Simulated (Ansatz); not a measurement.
C₂H₇B₂F (`BCB(C)F`), relaxed with RKS PBE0-D4/def2-TZVP in Ansatz from a PBE-D4/def2-SVP geometry. The force threshold is 0.005 eV/Å; the program also tests the step.

Total charge 0; spin multiplicity 1.

Start:

```xyz
12

B    -0.357    0.246   -1.775
C    -0.930    0.635   -0.385
B     0.278    0.461    0.630
C     0.737   -0.907    1.247
F     0.937    1.577    0.996
H    -0.003    1.098   -2.570
H    -0.190   -0.926   -2.068
H    -1.681   -0.120   -0.063
H    -1.315    1.671   -0.331
H     0.415   -1.787    0.657
H     1.834   -0.946    1.407
H     0.274   -1.002    2.256
```

(1) By how much does the energy fall, and how many steps does the optimiser take? (An estimate is asked.)

(2) Which bonds change most? (Best estimate.)

(3) Give the relaxed structure. (Estimate.)

Answers

(1) The calculation gave: 3.97 kJ/mol, in 11 steps, 1 of them rejected.

(2) The calculation gave: B1–H6 from 1.218 to 1.197 Å; B1–H7 from 1.219 to 1.199 Å; C4–H12 from 1.114 to 1.098 Å; C4–H10 from 1.107 to 1.091 Å.

(3) Computed: 
```xyz
12

B    -0.355    0.253   -1.789
C    -0.898    0.630   -0.391
B     0.276    0.453    0.642
C     0.728   -0.907    1.260
F     0.922    1.556    1.026
H    -0.070    1.094   -2.592
H    -0.165   -0.896   -2.072
H    -1.648   -0.114   -0.093
H    -1.291    1.647   -0.336
H     0.385   -1.775    0.696
H     1.813   -0.956    1.380
H     0.304   -0.985    2.269
```
